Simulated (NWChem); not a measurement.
System: CH7FSi2; SMILES F[SiH2]C[SiH3]

Here is an NWChem input.

```
start job
memory heap 200 mb stack 900 mb global 1100 mb
geometry units angstroms noautoz
  Si    -0.353311    -1.797577    -0.028855
  C      0.873861    -0.434970     0.469104
  Si     0.457230     1.252606    -0.233873
  F     -1.177136     1.445602    -0.184395
  H     -0.578917    -1.763838    -1.516014
  H      0.195494    -3.149826     0.340019
  H     -1.667394    -1.603824     0.670562
  H      0.919940    -0.386397     1.577843
  H      1.888097    -0.719165     0.112405
  H      0.882345     1.344204    -1.671052
  H      1.067863     2.367767     0.566156
end
basis spherical
  * library pcseg-1
end
dft
  xc hfexch
  iterations 150
  mulliken
end
task dft energy
```

Geometry: optimised at PBE-D3(BJ)/def2-SVP.

What results follow from this input? (Hartree-Fock/pcseg-1.) Quantities: basis functions; energy (Ha); highest occupied level (eV); orbital gap (eV); dipole (D).


```json
{
 "number_of_basis_functions": "99",
 "energy (Ha)": "-719.23",
 "highest occupied level (eV)": "-12.05",
 "orbital gap (eV)": "15.27",
 "dipole (D)": "2.40"
}
```
